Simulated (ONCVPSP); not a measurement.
N (Z = 7): one change to an ONCV potential, before and after

| Item | Value |
| --- | --- |
| Element | nitrogen |
| Generator | ONCVPSP 4.0.1 |
| Type | optimised norm-conserving Vanderbilt (ONCV) |
| Functional | BLYP |
| Relativity | scalar-relativistic |
| Frozen core | [He] |
| Valence charge | 5 |
| Reference configuration | 2s1.5 2p3.5 |
| Partial waves | 2s: rc 1.00 bohr, ncon 4, nbas 8, qcut 5.6 1/bohr, 1 projector; 2p: rc 2.60 bohr, ncon 4, nbas 7, qcut 6.2 1/bohr, 2 projectors, debl 2.3 Ha; d scattering state at 0.3 Ha: rc 2.30 bohr, ncon 4, nbas 8, qcut 3.7 1/bohr, 1 projector |
| Local potential | polynomial inside 1.00 bohr (lpopt 5, dvloc0 6 Ha) |
| Core correction | none |

All-electron outer shells of the reference configuration (BLYP, scalar-relativistic, ld1.x):

| shell | level (eV) | outermost node (bohr) | outermost maximum (bohr) |
| --- | --- | --- | --- |
| 1s | -385.76 | – | 0.15 |
| 2s | -18.67 | 0.32 | 1.00 |
| 2p | -7.27 | – | 0.97 |

Change: s: qcut 6.3; p: qcut 7; d: qcut 4.2.

Cutoffs: the cutoffs (Ha) at which the residual kinetic energy of the hardest occupied pseudo-wave falls to 1 and 0.1 mHa per electron; they do not see the model core or the augmentation charge, which bear on the density cutoff. Errors are all-electron minus pseudo energies relative to the spin-unpolarised reference configuration.

Problem. Predict the effect on cutoff, ghosts and configuration errors.

Solution. The potential gets softer (91 Ha and 169 Ha → 47 Ha and 160 Ha); of the 4 tests that both files solve, the error grows in 1 and shrinks in 3 by more than 15 % and 0.3 meV (median size 141.2 → 118.7 meV); neither file shows a bound ghost.

| quantity | base | changed |
| --- | --- | --- |
| cutoff, loose | 91 Ha | 47 Ha |
| cutoff, tight | 169 Ha | 160 Ha |
| loose cutoff by channel | s 91 Ha, p 12 Ha | s 47 Ha, p 13 Ha |
| bound ghosts | none | none |
| GHOST(+) flags under 300 eV | none | none |
| error for 2s2 2p3, meV [ΔE -5.70 eV] | -4.9 | -3.9 |
| error for 2s2 2p2, meV [ΔE 7.88 eV] | +278 | +233 |
| error for 2s2 2p1, meV [ΔE 36.75 eV] | +1469 | +1246 |
| error for 2s1 2p3, meV [ΔE 19.53 eV] | -0.4 | -3.5 |
| s: phases at 1.01 bohr within 0.05 rad from the reference energy up to (Ha; the scan ends near 5) | 4.2 | 4.2 |
| p: phases at 2.64 bohr within 0.05 rad from the reference energy up to (Ha; the scan ends near 5) | 3.2 | 3.2 |
| d: phases at 2.33 bohr within 0.05 rad from the reference energy up to (Ha; the scan ends near 5) | 2.6 | 2.7 |
